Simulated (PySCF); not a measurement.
# Ionisation energy of Mn by level of theory

Mn [Ar] 3d5 4s2 (6S) → Mn+ [Ar] 3d5 4s1 (7S), as a difference of total energies. Computed with PySCF 2.14 in aug-cc-pVQZ, with the non-relativistic Hamiltonian (point nucleus). Correlated levels: valence: [Ar] frozen. The calculations carry no spin-orbit coupling.

| method | ionisation energy (eV) | difference from reference (eV) |
| --- | --- | --- |
| UHF | 5.972 | -1.462 |
| LDA | 7.488 | +0.054 |
| PBE | 7.162 | -0.272 |
| PBE0 | 7.024 | -0.410 |
| r2SCAN | 6.879 | -0.555 |
| TPSSh | 6.995 | -0.439 |
| M06-2X | 8.021 | +0.587 |
| r2SCANh | 6.884 | -0.550 |
| MP2 (valence) | 7.007 | -0.427 |
| SCS-MP2 (valence) | 7.239 | -0.195 |

Reference: 7.434 eV (measured; NIST Atomic Spectra Database, ionization energies).

These non-relativistic numbers lack the scalar-relativistic shift.

MP2 underrates the near-degeneracy of ns² with np² in the lower species.
